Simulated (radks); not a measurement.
Problem. Valence configurations of Te+ (all share [Kr]). Method: Dirac Kohn-Sham, LDA (Slater exchange, Perdew-Wang correlation), spin-unpolarised, spherical densities, finite nucleus; open shells fill j = l - 1/2 first; Fermi nuclear charge, rms radius 4.7423 fm; computed with a radial shooting solver on a logarithmic mesh with Libxc functionals. Order these by energy: 4d7 5s2 5p6; 4d10 5p5; 4d9 5s2 5p4; 4d9 5s0.5 5p5.5; 4d10 5s1 5p4; 4d9 5p6; 4d9.5 5s2 5p3.5; 4d10 5s1.5 5p3.5; 4d8 5s2 5p5; 4d10 5s2 5p3.

Solution. From the lowest, in eV above it: 4d10 5s2 5p3 0.000; 4d10 5s1.5 5p3.5 5.067; 4d10 5s1 5p4 10.187; 4d9.5 5s2 5p3.5 18.833; 4d10 5p5 20.576; 4d9 5s2 5p4 38.955; 4d9 5s0.5 5p5.5 55.475; 4d9 5p6 61.073; 4d8 5s2 5p5 83.088; 4d7 5s2 5p6 132.44. NIST lists [Kr] 4d10 5s2 5p3 as the ground configuration; this level of theory agrees among the configurations tried. The energies are those of spherical spin-averaged densities, not of single terms.
